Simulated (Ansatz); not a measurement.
Consider the formal exchange of groups at a B–Cl bond: `ClBCl` + `C=C=CC` → `C=C=C(C)BCl` + HCl.

Isolated molecules relaxed with PBE0-D4/def2-TZVP in Ansatz; ΔE leaves out vibrations. CCSD(T)/CBS is the MP2 limit (def2-TZVPP, def2-QZVPP) plus CCSD(T) − MP2 in def2-TZVPP, frozen cores. This one scheme is used for every species. Functionals use def2-TZVPP. Each species was taken in one conformer, which may not be the lowest.

```tsv
species	BHLYP energy (Eh)
`ClBCl`	-945.94667
`C=C=CC`	-155.93047
`C=C=C(C)BCl`	-641.04061
HCl	-460.81707
```

**Question.** Work out ΔE.

**Answer.** ΔE = (-641.04061) + (-460.81707) − (-945.94667) − (-155.93047) = 0.01946 Eh = +51.1 kJ/mol. CCSD(T)/CBS gives +44.8 kJ/mol.

Largest T1 diagnostic among the species: 0.012.

The D4 term adds −7.3 kJ/mol with B3LYP and −4.4 kJ/mol with PBE0; it sums over pairs of atoms, weighted by their polarisabilities, and B3LYP, whose exchange is more repulsive, gets the larger term. At CCSD(T), def2-SVP lies +11.8 kJ/mol from the extrapolated value and def2-TZVPP −0.0 kJ/mol.

B3LYP here is the variant with VWN-RPA as its local correlation; programs differ in this.
